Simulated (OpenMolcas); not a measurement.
Sb+: effect of the IPEA shift

```yaml
Program: OpenMolcas
Basis: ANO-RCC-VTZP [7s6p4d2f1g]
Scalar_Hamiltonian: DKH2, point nucleus
Active_space: 2 electrons in 3 orbitals (5p)
State_averaging: 2S+1 = 3 even, 3 roots; 2S+1 = 1 even, 6 roots
Spin-orbit_coupling: state interaction with AMFI integrals over the reference wave functions, term energies averaged over their components
```

Methods on the same reference wave functions:
A. CASSCF
B. SS-CASPT2, IPEA 0 Eh, imaginary shift 0.1 Eh (closed shells correlated: 4d 5s)
C. SS-CASPT2, IPEA 0.25 Eh, imaginary shift 0.1 Eh (closed shells correlated: 4d 5s)

Energies in cm⁻¹ above 5s² 5p² ³P₀, the measured ground level; measured values from NIST Handbook of Basic Atomic Spectroscopic Data.

```csv
Level,A,B,C,Measured
5s² 5p² ³P₀,0.0,0.0,0.0,0.0
5s² 5p² ³P₁,2444,2600,2610,3055
5s² 5p² ³P₂,5119,5120,5080,5658
5s² 5p² ¹D₂,14191,12690,12370,12790
5s² 5p² ¹S₀,28326,23900,23750,23906
```

Deviations, from unrounded energies. A percentage is the sum of absolute deviations over the sum of measured energies, with the sign that they share, or ± where signs differ.

| Against measurement | Levels | A | B | C |
| --- | --- | --- | --- | --- |
| mean absolute deviation (cm-1) | 4 | 1700 | 270 | 400 |
| fine structure of the ground term (%) | 2 | -13.2 | -11.4 | -11.7 |
| other terms of the ground configuration (%) | 2 | +15.9 | -0.3 | -1.6 |

B lies closest to measurement on these levels and A furthest from it. The largest miss of B in the table is 5s² 5p² ³P₂, by -540 cm-1. The ranking rests on the paired levels alone, and a cruder setting can come out closer through cancelling errors.

Between B and C the level of the table that moves most is 5s² 5p² ¹D₂, by 330 cm-1 (lowest in C, highest in B). Moves below CASPT2's spread within the term are not significant.

From A to B the spin-free energies of the other terms of 5s² 5p² shown, above ³P, scale by factors of 0.80 to 0.81.

The lowest spin-free term lies below A's lowest term by 0.492 hartree in B, 0.484 hartree in C.

CASPT2 does not keep the components of a term degenerate, so their means are used; among the terms shown or strongly mixed into the levels shown the widest spread is 120 cm-1 (5s² 5p² ¹D, C). With the s shell closed, the reference lacks s² → p² mixing. Computed and measured levels are paired by configuration, term and J; levels that our copy of the source lacks, or whose pairing is in doubt (as where it misses far off the trend of its configuration), stay unpaired and out of the deviations. Only configurations of the active space appear.
